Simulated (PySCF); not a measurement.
Isomers C$_{13}$H$_{12}$:

A. SMILES C#C[C@@]1(C)C[C@@]12C=CC=C2C#CC
B. diphenylmethane (SMILES c1ccc(Cc2ccccc2)cc1)
C. 2-isopropenylnaphthalene (C(=C)(C)C1=CC2=CC=CC=C2C=C1)

Spectrum 1. 13C{1H} NMR (computed): δ 150.6 (CH), 148.0 (CH), 136.4 (CH), 135.4 (C), 104.2 (C), 92.6 (C), 83.0 (C), 73.4 (CH), 51.9 (C), 32.1 (CH2), 27.9 (C), 21.3 (CH3), 6.0 (CH3).

Spectrum 2. 13C{1H} NMR (computed): δ 153.5 (C), 145.0 (C), 136.7 (C), 136.5 (C), 134.1 (CH), 133.3 (CH), 133.1 (CH), 131.6 (CH), 131.2 (CH), 130.7 (CH), 128.6 (CH), 121.1 (CH2), 24.1 (CH3).

Spectrum 3. 13C{1H} NMR (computed): δ 148.7 (C), 135.6 (CH), 133.9 (CH), 131.8 (CH), 45.3 (CH2).

Method: PBE0-D3(BJ)/def2-SVP structure, J: B3LYP/pcJ-1 (spin–dipole term left out of most H,H and C,H couplings), σ from GIAO-PBE0/pcSseg-1, in PySCF 2.14 (one computed conformer, non-relativistic, averaged over atoms made equivalent by symmetry, fast rotation or ring inversion, no solvent model).

δ = σ(ref) − σ, references computed at the same level: TMS for 13C (184.41 ppm). Shifts are as computed. Against solution values, carbons near 30 ppm lie about +2 ppm off and those near 130 ppm about +5 ppm. Of 1313 compounds with measured shifts, 239 miss one by over three times the rms of a fit or turn the order of signals round; such compounds aren't used in these exercises.

Match each spectrum to its structure.

## Answers

1–A, 2–C, 3–B.

- Spectrum 1 (A): 13 13C signals; δC 150.6 is an alkene CH; δC 148.0 is an alkene CH.
- Spectrum 2 (C): 13 13C signals; δC 153.5 is a fully substituted alkene carbon; δC 134.1 is an aromatic CH.
- Spectrum 3 (B): 5 13C signals; δC 135.6 is an aromatic CH; δC 133.9 is an aromatic CH.
